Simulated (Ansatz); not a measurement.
Relaxation of (LiI)3 ring (Li3I3) with RKS PBE0-D4/def2-SVP.

```sh
$ ansatz run in.yaml --threads 4 --pin off --events-out ev --progress --plain --max-ram 3916MiB
```

```yaml
crystal:
  periodic: [false, false, false]
  atoms:
    - {symbol: Li, position_ang: [1.140960, 2.137310, -0.642750]}
    - {symbol: I, position_ang: [-1.521380, 2.262810, -0.638070]}
    - {symbol: Li, position_ang: [-2.500350, -0.110440, 0.077090]}
    - {symbol: I, position_ang: [-1.275090, -2.389540, 0.715080]}
    - {symbol: Li, position_ang: [1.360480, -2.026200, 0.565300]}
    - {symbol: I, position_ang: [2.795380, 0.126050, -0.076640]}
basis:
  gaussian: {orbitals: def2-SVP}
hamiltonian: {xc: pbe0, dispersion: d4}
scf: {omitted_lower_state_checks: [starts]}
output: {orbitals: {seedname: orbitals}}
relax: {f_tol: 0.02, max_steps: 100}
```

Run time 15 s (4 threads of Arm Neoverse V1 on a shared host).

Positions (Å) and forces (eV/Å) at steps 1, 2, 3, 4 of 4:

```xyz
6
step=1 energy=-24924.6414 eV
Li    1.141    2.137   -0.643   -0.223   -0.417    0.126
I    -1.521    2.263   -0.638    0.065   -0.095    0.028
Li   -2.500   -0.110    0.077    0.488    0.021   -0.016
I    -1.275   -2.390    0.715    0.053    0.101   -0.030
Li    1.360   -2.026    0.565   -0.265    0.396   -0.109
I     2.795    0.126   -0.077   -0.118   -0.006    0.002
6
step=2 energy=-24924.8514 eV
Li    1.052    1.971   -0.593   -0.101   -0.189    0.057
I    -1.514    2.253   -0.635   -0.024    0.035   -0.009
Li   -2.306   -0.102    0.071    0.220    0.010   -0.008
I    -1.269   -2.379    0.712   -0.019   -0.036    0.011
Li    1.255   -1.869    0.522   -0.120    0.179   -0.049
I     2.783    0.125   -0.077    0.043    0.002   -0.002
6
step=3 energy=-24924.8784 eV
Li    1.033    1.935   -0.581   -0.081   -0.152    0.046
I    -1.525    2.269   -0.639   -0.007    0.010   -0.003
Li   -2.264   -0.100    0.068    0.178    0.008   -0.006
I    -1.278   -2.395    0.717   -0.006   -0.011    0.003
Li    1.232   -1.834    0.513   -0.097    0.144   -0.040
I     2.803    0.126   -0.078    0.013    0.000   -0.001
6
step=4 energy=-24924.9185 eV
Li    0.960    1.799   -0.539    0.007    0.012   -0.004
I    -1.545    2.298   -0.646    0.005   -0.007    0.002
Li   -2.107   -0.094    0.061   -0.014   -0.001    0.000
I    -1.295   -2.425    0.727    0.004    0.007   -0.002
Li    1.146   -1.705    0.479    0.008   -0.011    0.003
I     2.840    0.127   -0.082   -0.009    0.000    0.000
```

In the def2 sets I takes a core potential; there is no spin–orbit coupling.
